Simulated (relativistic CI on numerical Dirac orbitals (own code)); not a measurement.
## What each ingredient does to the levels of Sr IX

Base calculation: Dirac-Coulomb-Breit CI, KLI orbitals optimised for each configuration, a model potential for QED, unscaled Slater integrals.

CI space (outside the closed core [Ar] 3d10): 4s2, 4s 4p, 4p2, 4s 4d, 4d2, 4s 4f, 4p 4d, 4p 5s, 4s 5s, 4f2, 4p 4f, 4s 5p, 4s 5d, 4d 5s, 4d 4f, 4s 6s. Levels of other configurations are missing.

Variants: (1) P86 correlation estimate; (2) configuration mixing switched off. Shifts of the energy above 4s2 1S_0, in cm⁻¹, for the lowest level and the first level of each name with at least 55 % of one term (blank where a level changes its place among those of its configuration and J or its character, or is not in the variant):

| Level | Base | Δ(1) | Δ(2) |
| --- | --- | --- | --- |
| 4s2 1S_0 | 0 | 0 | 0 |
| 4s 4p 3P°_0 | 141185 | +565 | -8899 |
| 4s 4p 3P°_1 | 145301 | +566 | -8801 |
| 4s 4p 3P°_2 | 155422 | +566 | -8830 |
| 4s 4p 1P°_1 | 213598 | +589 | +582 |
| 4p2 3P_0 | 336463 | +1027 | -8767 |
| 4p2 1D_2 | 343428 | +1084 |  |
| 4p2 3P_1 | 343782 | +1028 | -8564 |
| 4p2 3P_2 | 357032 | +1056 |  |
| 4p2 1S_0 | 401112 | +1019 | -9742 |
| 4s 4d 3D_1 | 438956 | +1635 | -8471 |
| 4s 4d 3D_2 | 439716 | +1635 | -8466 |
| 4s 4d 3D_3 | 440914 | +1635 | -8426 |
| 4s 4d 1D_2 | 480490 | +1574 | -21678 |

At this charge configurations can still be misplaced by up to about 7 % of their energy.

Ionisation energy from the two ground configurations alone: base 155.994 eV; P86 correlation estimate 156.995 eV. The NIST ASD value (semi-empirical) is 158.33 eV.

LS names give the leading component of a level, which can be under half, so a name can repeat, a term be missing and a line seem to break the LS rules.
